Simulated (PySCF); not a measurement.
# Hg3 at several levels of theory

Computed with PySCF 2.14.0 (density fitting, no spin-orbit coupling) at the geometry relaxed with PBE0:

```xyz
3
Hg3 (singlet)
Hg    2.1768    0.0000    0.0000
Hg   -1.0884    1.8852    0.0000
Hg   -1.0884   -1.8852    0.0000
```

| level | basis | state | HOMO (eV) | gap (eV) | charge on Hg1 (e) | dipole about the centre of mass (D) | largest force component (eV/Å) |
| --- | --- | --- | --- | --- | --- | --- | --- |
| PBE0 | Hg def2-SVP with ECP60 | singlet | -7.15 | 6.19 | 0.00 | 0.00 | 0.01 |
| PBE | the same | singlet | -6.44 | 4.90 | 0.00 | 0.00 | 0.01 |
| PBE0 | Hg def2-TZVP with ECP60 | singlet | -7.15 | 5.96 | 0.00 | 0.00 | 0.02 |
| PBE0 | Hg x2c-SVPall | singlet | -7.18 | 6.07 | 0.00 | 0.00 | 0.04 |

Charges are Mulliken's, which hang on the basis. The relaxation used the grid (50, 194), these runs (75, 302) or, all-electron (x2c bases, spin-free X2C Hamiltonian), (99, 590).

A further run in the first row's basis gives HOMO (eV) -6.22, gap (eV) 5.10, charge on Hg1 (e) 0.00, dipole about the centre of mass (D) 0.01, largest force component (eV/Å) 0.07. Which level was it?
A. BP86
B. CAM-B3LYP
C. M06-L

C. The others give HOMO -8.32 eV (CAM-B3LYP); -6.61 eV (BP86).

In the first row's basis the gap widens with exact exchange: 4.9 to 5.1 eV for PBE, BP86, M06-L (none); 6.2 eV for PBE0 (a fixed share); 8.1 eV for CAM-B3LYP (rising or full at long range).
